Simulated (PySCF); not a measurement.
C2H9BrGe2OS.
Numbering: `[CH3:1][CH2:2][O:3][GeH2:4][S:5][GeH2:6][Br:7]` (hydrogens: H8, H9, H10 on C1; H11, H12 on C2; H13, H14 on Ge4; H15, H16 on Ge6)

Method: PySCF, PBE0-D3(BJ)/def2-SVP geometry optimisation, gas phase.

(1) Give the optimised bond lengths and angles.

## Answers

(1) 
```
                bond  length (Å)
               C1–C2       1.510
               C2–O3       1.413
              O3–Ge4       1.779
              Ge4–S5       2.228
              S5–Ge6       2.217
             Ge6–Br7       2.322
C1–H8, C1–H9, C1–H10       1.100
      C2–H11, C2–H12       1.107
    Ge4–H13, Ge4–H14       1.538
    Ge6–H15, Ge6–H16       1.532
```

Bonds in one row agree within 0.01 Å and their mean is given. A selection of angles:
```
      angle  degrees
   C2–C1–H8    110.3
   C2–C1–H9    110.5
   H8–C1–H9    108.6
  H8–C1–H10    108.5
   C1–C2–O3    109.2
  C1–C2–H11    110.0
  O3–C2–H11    110.0
  O3–C2–H12    110.8
 H11–C2–H12    107.1
  C2–O3–Ge4    121.8
  O3–Ge4–S5    104.9
 O3–Ge4–H13    108.6
 O3–Ge4–H14    110.9
 S5–Ge4–H13    112.0
 S5–Ge4–H14    107.0
H13–Ge4–H14    113.3
 Ge4–S5–Ge6     98.3
 S5–Ge6–Br7    110.5
 S5–Ge6–H15    113.7
 S5–Ge6–H16    105.1
Br7–Ge6–H15    106.9
H15–Ge6–H16    113.8
```

Dihedral angles: C1–C2–O3–Ge4 -160° (antiperiplanar); C2–O3–Ge4–S5 138° (anticlinal); O3–Ge4–S5–Ge6 -28° (synperiplanar); Ge4–S5–Ge6–Br7 -56° (synclinal). The mirror-image conformer, all signs reversed, is as good.

O3 (oxygen bonded to C and Ge) is bent (angle 121.8°). Ge4 (germanium bonded to O, S and 2 H) is distorted tetrahedral (angles from 104.9° to 113.3°). Ge6 (germanium bonded to Br, S and 2 H) is distorted tetrahedral (angles from 105.1° to 113.8°). Of the pairs four or more bonds apart, Br7···H9 is among the closest relative to their van der Waals radii: 3.13 Å, 103 % of the sum of Bondi's values.

Point group: C1 (no symmetry element, even within 0.4 Å). No PBE0-D3(BJ)/def2-SVP frequencies stand behind this structure, so it isn't proved a minimum. One conformer, not necessarily the lowest.
